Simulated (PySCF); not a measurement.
Caution: the restricted solution is unstable towards spin-unrestricted or complex orbitals, so a lower solution exists and this singlet may not be the ground state.  The multiplicity is imposed and other spin states were not computed.

B3LYP has the VWN-RPA correlation part, as in Gaussian. 

Z-matrix (Å, degrees):
```
Zr
N 1 2.3163
H 2 1.0355 1 116.77
H 2 1.0396 3 103.00 1 -119.72
H 2 1.0420 3 104.48 4 -110.56
N 1 2.3163 2 143.40 3 -70.43
H 6 1.0355 1 116.78 2 -70.43
H 6 1.0396 7 103.00 1 -119.71
H 6 1.0420 7 104.48 8 -110.56
N 1 2.3164 2 87.48 3 179.47
H 10 1.0356 1 116.87 2 179.16
H 10 1.0397 11 103.00 1 -119.84
H 10 1.0420 11 104.44 12 -110.52
N 1 2.3164 2 103.89 3 34.45
H 14 1.0356 1 116.88 2 34.39
H 14 1.0397 15 103.00 1 -119.84
H 14 1.0420 15 104.44 16 -110.52
```
Charge +2, spin multiplicity 1.

**Question.** Estimate the charge on the central atom (Mulliken), LUMO and total energy that B3LYP-D3(BJ)/def2-TZVP // PBE-D3(BJ)/def2-SVP (PySCF) returns for this input.

**Answer.** 
| Item | Value |
|---|---|
| charge on the central atom (Mulliken) | 1.08 e |
| LUMO | -10.23 eV |
| total energy | -272.9313 Ha |
